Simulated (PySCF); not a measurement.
Molfile (atoms numbered from 1):
```
C5H4FO2
     RDKit          3D

 12 11  0  0  0  0  0  0  0  0999 V2000
    2.2973   -0.1243    0.2813 C   0  0  0  0  0  0  0  0  0  0  0  0
    0.9748   -0.2578    0.2696 C   0  0  0  0  0  0  0  0  0  0  0  0
    0.0621    0.5996   -0.4427 C   0  0  0  0  0  0  0  0  0  0  0  0
    0.6766    1.6317   -1.1576 F   0  0  0  0  0  0  0  0  0  0  0  0
   -1.2613    0.5019   -0.4804 C   0  0  0  0  0  0  0  0  0  0  0  0
   -2.1537   -0.5641    0.2380 C   0  0  0  0  0  0  0  0  0  0  0  0
   -1.5828   -1.4241    0.9207 O   0  0  0  0  0  0  0  0  0  0  0  0
   -3.3617   -0.4080    0.0257 O   0  0  0  0  0  0  0  0  0  0  0  0
    2.7958    0.6644   -0.2617 H   0  0  0  0  0  0  0  0  0  0  0  0
    2.9310   -0.7984    0.8343 H   0  0  0  0  0  0  0  0  0  0  0  0
    0.4525   -1.0403    0.8063 H   0  0  0  0  0  0  0  0  0  0  0  0
   -1.8295    1.2188   -1.0596 H   0  0  0  0  0  0  0  0  0  0  0  0
  1  2  2  0
  2  3  1  0
  3  4  1  0
  3  5  2  0
  5  6  1  0
  6  7  2  0
  6  8  1  0
  1  9  1  0
  1 10  1  0
  2 11  1  0
  5 12  1  0
M  CHG  1   8  -1
M  END
```

Geometry: GFN2-xTB; GIAO absolute shieldings from PySCF 2.14, gas phase, non-relativistic, averaged over equivalent atoms.

At PBE0/pcSseg-1 (156 basis functions, 14 s wall time on 1 thread of an Arm Neoverse V2, shared host):
```
atoms  σ (ppm)
   C3     18.0
   C6     22.6
   C2     44.5
   C5     56.5
   C1     81.0
   F4    307.1
   O8    -54.9
   O7     15.3
  H11    21.97
  H12    26.08
   H9    26.77
  H10    27.13
```

**Question.** Predict the values at LC-wPBE/pcJ-1 on the same geometry.

**Answer.** 
```csv
atoms,σ at LC-wPBE/pcJ-1,change
C3,16.3,-1.7
C6,20.4,-2.2
C2,39.7,-4.8
C5,52.5,-4.0
C1,78.4,-2.6
F4,322.7,+15.6
O8,-29.8,+25.1
O7,25.9,+10.6
H11,21.98,+0.01
H12,26.07,-0.01
H9,26.81,+0.04
H10,27.11,-0.02
```

The largest change is at O8 (carboxylate oxygen). Cost: 256 basis functions, 32 s wall time on 1 thread of an Arm Neoverse V2, shared host. The order of the carbon signals is the same at both levels.
